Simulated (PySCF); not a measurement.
FH6PSi2.
InChI=1S/FH6PSi2/c1-3-4-2/h2-4H2

Torsions of this conformer, `[F:1][SiH2:2][SiH2:3][PH2:4]`: F1–Si2–Si3–P4 180°, H–P4–Si3–Si2 -74°, H–P4–Si3–Si2 -168°.

The closed-shell ground state was solved at several levels (PySCF, density fitting, gas phase, non-relativistic). One conformer (not necessarily the lowest) at the PBE0-D3(BJ)/def2-SVP geometry, without solvent, vibrations or thermal averaging.

```json
{"level": "mPW1PW91/pcSseg-2", "basis functions": "249", "total energy (Eh)": "-1023.9527", "HOMO (eV)": "-7.86", "LUMO (eV)": "-1.01", "gap (eV)": "6.85", "dipole (D)": "1.49"}
{"level": "CAM-B3LYP/def2-SVPD", "basis functions": "143", "total energy (Eh)": "-1023.4700", "HOMO (eV)": "-9.06", "LUMO (eV)": "0.03", "gap (eV)": "9.09", "dipole (D)": "1.53"}
```

What might PBE0/pcSseg-1 (119 basis functions) give for the same quantities?

Total energy -1023.3201 Eh, HOMO -7.85 eV, LUMO -0.86 eV, gap 6.99 eV, dipole 1.48 D.

Over all these levels, which gives the widest orbital gap and which the narrowest?

CAM-B3LYP/def2-SVPD (range-separated hybrid) has the widest, 9.09 eV, and mPW1PW91/pcSseg-2 (global hybrid, 25 % exact exchange) the narrowest, 6.85 eV. Functional and basis both differ between the two, so the spread mixes both effects.

How far do the dipole and the HOMO energy spread over the levels?

The dipole runs from 1.48 to 1.53 D (mean 1.50 D) and the HOMO from -9.06 to -7.85 eV.
